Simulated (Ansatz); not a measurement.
A run for Ansatz (a quantum-chemistry and plane-wave program): R-B3LYP/cc-pVTZ on CH4Ge (SMILES [CH3][GeH]), a point of a bond scan (R = 1.605 Å).

Ansatz 0.2 input:
```yaml
crystal:
  periodic: [false, false, false]
  atoms:
    - {symbol: Ge, position_ang: [-0.26416113, -0.20224226, 0.31354267]}
    - {symbol: H, position_ang: [-1.28333185, -0.57768334, -0.86880574]}
    - {symbol: C, position_ang: [1.00677717, 0.72630048, -0.93210586]}
    - {symbol: H, position_ang: [1.87671680, 1.13031224, -0.41651444]}
    - {symbol: H, position_ang: [0.48298915, 1.53601658, -1.44986562]}
    - {symbol: H, position_ang: [1.33611896, 0.02530398, -1.70554436]}
basis:
  gaussian:
    orbitals: cc-pVTZ
    pivot_positions_ang: [[-0.26416113, -0.20224226, 0.31354267], [-1.28333185, -0.57768334, -0.86880574], [1.00677717, 0.72630048, -0.93210586], [1.87671680, 1.13031224, -0.41651444], [0.48298915, 1.53601658, -1.44986562], [1.33611896, 0.02530398, -1.70554436]]
hamiltonian:
  xc: {name: B3LYP}
scf: {lower_state_search: off}
output: {orbitals: {seedname: ./end}}
```

Task: Predict the final total energy.

Result: -2117.5775 hartree.
